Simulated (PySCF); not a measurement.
Pt (platinum, neutral) across methods

[Xe] 4f14 5d10, closed-shell 1S (an excited configuration). Computed with PySCF 2.14 in aug-cc-pVDZ-PP with ECP60MDF (5s5p4d2f, 54 functions), with scalar relativity through the core potential.

```csv
method,E (hartree),mean ε 5s (eV),mean ε 5p (eV),mean ε 5d (eV),Σ⟨r²⟩ (bohr²),⟨S²⟩
UHF,-118.47568,-116.44,-66.851,-8.753,47.95,0.000
r2SCAN,-119.3868,-100.83,-55.295,-4.465,49.10,0.000
TPSSh,-119.3133,-100.92,-55.484,-4.839,49.36,0.000
r2SCANh,-119.3656,-102.40,-56.475,-4.979,48.90,0.000
PBE,-119.3928,-98.689,-53.870,-4.476,49.85,0.000
PBE0,-119.3472,-103.30,-57.272,-5.710,49.02,0.000
M06-L,-119.4157,-99.619,-54.551,-4.106,48.53,0.000
HSE06,-119.3453,-102.92,-56.887,-5.318,49.08,0.000
LDA,-119.1673,-98.799,-53.954,-4.736,50.00,0.000
```

Energies and moments cover only the electrons outside the core potential. Spin-orbit coupling, which splits the p, d and f shells strongly at this Z, is absent.
